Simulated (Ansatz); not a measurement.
A run for Ansatz (an electronic-structure program): U-PBE/def2-TZVPP on AlO+, 2S+1 = 3, a spin state set in the input, which need not be the lowest, a point of a bond scan (R = 1.740 Å). Charge +1.

Ansatz 0.2 input:
```yaml
crystal:
  periodic: [false, false, false]
  atoms:
    - {symbol: O, position_ang: [0.00000000, 0.00000000, 0.00000000]}
    - {symbol: Al, position_ang: [0.00000000, 0.00000000, 1.73975300]}
basis:
  gaussian:
    orbitals: def2-TZVPP
    pivot_positions_ang: [[0.00000000, 0.00000000, 0.00000000], [0.00000000, 0.00000000, 1.73975300]]
hamiltonian:
  xc: {name: PBE}
total_charge: 1
magnetization: {spin_polarized: true, initial_magnetization: 2}
output: {forces: true, orbitals: {seedname: ./end}}
```

The head of its log:

```
WARN ansatz: RAYON_NUM_THREADS=1 ignored (pool sized by the plan → 1); use --threads N
Functional definition: PBE
integrals: 0.01 GiB planned
420 factors; their error is unknown
mean field: 0.15 GiB planned
mean field evaluation 1: about -8610.7262 eV, gradient 6.8e1 eV
mean field evaluation 2: about -8433.7284 eV, gradient 1.3e2 eV
```

### Question
Give the final energy of this run.

### Answer
-317.0770 hartree.
